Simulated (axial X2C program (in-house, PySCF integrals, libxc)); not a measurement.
RbSe: cheaper levels and CCSD(T), two-component

Calculated with an axial X2C code built on PySCF integrals. Two-component (2c) means X2C with spin–orbit coupling and atomic mean-field two-electron Coulomb and Gaunt terms. Basis: Rb dyall-cv3z [12s13p8d4f1g], Se dyall-cv3z [8s9p6d4f1g] (cores contracted in-house); Gaussian nuclei, density fitting, unrestricted open shells. Masses: Rb 84.912 u, Se 79.917 u.

State: Ω = 3/2 (⟨Sz⟩ = 0.50, ⟨Lz⟩ = 1.00 at HF); fragments Rb + Se.

```csv
level,Re (Å),ωe (cm⁻¹),De (eV)
PBE0,3.064,151.5,2.47
HF,3.164,144.4,n/a
MP2,3.078,153.9,2.24
CCSD,3.097,151.9,2.20
r2SCAN,3.080,149.8,n/a
M06,3.078,150.7,2.58
BLYP,3.115,141.0,2.39
```

Correlated methods: 15 electrons correlated (number of frozen shells: Rb 3 s, 2 p, 1 d; Se 3 s, 2 p, 1 d), 277 virtual spin orbitals or spinors in MP2, 136 natural virtuals in coupled cluster.

CCSD(T), same Hamiltonian and basis:

Re = 3.090 Å, ωe = 152.5 cm⁻¹, De = 2.25 eV; T1 = 0.008 (Lee–Taylor normalisation).

Problem. Give the differences from CCSD(T) in the columns below.

Solution. 

```csv
level,ΔRe (Å),Δωe (cm⁻¹),ΔDe (eV)
PBE0,-0.026,-1.0,0.22
HF,0.074,-8.1,n/a
MP2,-0.012,1.4,-0.01
CCSD,0.007,-0.6,-0.05
r2SCAN,-0.010,-2.7,n/a
M06,-0.012,-1.8,0.33
BLYP,0.025,-11.5,0.14
```

Occupations by symmetry block were frozen at the best pattern of an incomplete PBE0 search. De is counted from the lowest determinant-based energies of the atoms at the same level, without counterpoise correction. De is not given where an atomic determinant may have missed its ground term or J level, or where the truncated virtual space spoils (T). Density functionals use the spin component along the axis (collinear). CCSD and (T) use frozen natural virtuals with an MP2 correction for the truncation; (T) itself is uncorrected, so its De runs slightly low. Other states lie close and PBE0, whose exact exchange favours high spin, may order them wrongly; the determinant shown need not be the ground state. The nearest other 2c determinant of the search, Ω = 1/2, lies 0.16 eV up at the distance of the search. Without a current term, density functionals place determinants with orbital angular momentum somewhat too high.
